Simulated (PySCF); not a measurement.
Isomers of C6H7NO, mass 109.053 u with the commonest isotopes. Level of theory: CAM-B3LYP/def2-SVPD in PySCF (dipole) on a GFN2-xTB geometry, gas phase. One conformer each, none proved a minimum here; rigid rotors.

Task: Order these by out-of-plane moment Σ m c² = (Ia + Ib − Ic)/2, smallest first.
A. 2-methylpyridine-N-oxide (`CC1=CC=CC=[N+]1[O-]`)
B. `[CH3:1][O:2][C:3]1([CH2:4][C:5]#[N:6])[CH:7]=[CH:8]1` with C1–O2–C3–C4 93°, O2–C3–C4–C5 -82°
C. `[CH:1]#[C:2][CH2:3][N:4]([CH:5]=[CH2:6])[CH:7]=[O:8]` with C2–C3–N4–C5 -68°, C3–N4–C5–C6 2°, C3–N4–C7–O8 1°

Result: A (1.54 u·Å²), C (21.54 u·Å²), B (45.26 u·Å²).

Task: Order these by radius of gyration √(Σ m r²/M), largest first.
A. 4-picoline N-oxide, `Cc1cc[n+]([O-])cc1`
B. `[CH3:1][O:2][C:3]1([CH2:4][C:5]#[N:6])[CH:7]=[CH:8]1` with C1–O2–C3–C4 93°, O2–C3–C4–C5 -82°
C. `[OH:1][NH:2][c:3]1[cH:4][cH:5][cH:6][cH:7][cH:8]1` with H–O1–N2–C3 -102°, O1–N2–C3–C4 27°
D. 2-methylpyridine-N-oxide (`Cc1cccc[n+]1[O-]`)
E. `[CH:1]#[C:2][C:3](=[O:4])[N:5]([CH3:6])[CH:7]=[CH2:8]` with C2–C3–N5–C6 179°, C3–N5–C7–C8 180°

Result: E (2.029 Å), C (1.981 Å), A (1.945 Å), B (1.922 Å), D (1.811 Å).

Task: Order these by rotational constant C, smallest first.
A. 2-methylpyridine-N-oxide, `Cc1cccc[n+]1[O-]`
B. `[CH:1]#[C:2][C:3](=[O:4])[N:5]([CH3:6])[CH:7]=[CH2:8]` with C2–C3–N5–C6 179°, C3–N5–C7–C8 180°
C. `[OH:1][NH:2][c:3]1[cH:4][cH:5][cH:6][cH:7][cH:8]1` with H–O1–N2–C3 -102°, O1–N2–C3–C4 27°
D. 4-picoline N-oxide, `Cc1cc[n+](cc1)[O-]`

Result: B (1129 MHz), C (1185 MHz), D (1229 MHz), A (1419 MHz).

| SMILES | point group | Ia (u·Å²) | Ib (u·Å²) | Ic (u·Å²) | κ | μa (D) | μb (D) | μc (D) |
| --- | --- | --- | --- | --- | --- | --- | --- | --- |
| Cc1cccc[n+]1[O-] | Cs | 141.04 | 218.31 | 356.28 | -0.17 | 3.11 | 2.50 | 0.00 |
| Cc1cc[n+]([O-])cc1 | Cs | 86.82 | 327.45 | 411.15 | -0.86 | 5.08 | 0.00 | 0.04 |
| COC1(CC#N)C=C1 | C1 | 171.47 | 276.57 | 357.53 | -0.46 | 3.02 | 1.63 | 0.45 |
| ONc1ccccc1 | C1 | 99.10 | 330.76 | 426.33 | -0.82 | 0.42 | 0.40 | 0.64 |
| COc1ccncc1 | Cs | 94.03 | 321.11 | 411.92 | -0.83 | 3.12 | 0.74 | 0.01 |
| C#CC(=O)N(C)C=C | – | 160.93 | 289.79 | 447.51 | -0.39 | 1.54 | 2.45 | 0.03 |
| C#CCN(C=C)C=O | C1 | 188.65 | 278.07 | 423.65 | -0.16 | 1.97 | 2.22 | 0.00 |
